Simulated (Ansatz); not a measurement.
Reaction: BH3S2 (SMILES SBS) → BH2S2 (SMILES [S]BS, doublet) + H (doublet) (the H-S bond breaks)
Each species at its own B3LYP-D3(BJ)/def2-TZVP minimum (Ansatz, a quantum-chemistry and plane-wave program), one conformer.

Quantity: bond dissociation energy (electronic), in kcal/mol. UHF or UKS for unpaired electrons; spin-orbit terms are left out. CBS(X,Y): correlation extrapolated as X^-3, Hartree-Fock from the larger set. A bracket is a step between two methods taken in the basis named. Functionals run without relativity, which enters their misses. Double hybrids freeze cores in their MP2 part. '+ core + X2C': CCSD(T) terms for core correlation (cc-pwCVTZ, 1s frozen past Ne) and scalar relativity (cc-pVTZ-DK). For partners of very few electrons the exact lower level stands in for a higher one.

CCSD(T)/CBS(cc-pV(T+d)Z,cc-pV(Q+d)Z) + [CCSDT(Q) - CCSD(T)]/cc-pV(D+d)Z + core + X2C (Ansatz) gives 91.6 kcal/mol.

Q: How far off this value is PBE/def2-TZVPD (Ansatz), in which direction, and which of these levels come nearer: r2SCAN/def2-TZVPD, B3LYP/def2-TZVPD, PBE0/def2-TZVPD, wB97M-V/def2-TZVPD, B2PLYP/def2-TZVPD, CCSD(T)/CBS(cc-pV(T+d)Z,cc-pV(Q+d)Z) + core + X2C?

A: PBE gives 86.6 kcal/mol, 5.0 kcal/mol below it. Differences of the others: r2SCAN/def2-TZVPD (Ansatz) -4.5; B3LYP/def2-TZVPD (Ansatz) -3.8; PBE0/def2-TZVPD (Ansatz) -4.3; wB97M-V/def2-TZVPD (Ansatz) -0.8; B2PLYP/def2-TZVPD (Ansatz) -3.6; CCSD(T)/CBS(cc-pV(T+d)Z,cc-pV(Q+d)Z) + core + X2C (Ansatz) 0.1 kcal/mol. Nearer than PBE: r2SCAN/def2-TZVPD, B3LYP/def2-TZVPD, PBE0/def2-TZVPD, wB97M-V/def2-TZVPD, B2PLYP/def2-TZVPD, CCSD(T)/CBS(cc-pV(T+d)Z,cc-pV(Q+d)Z) + core + X2C.
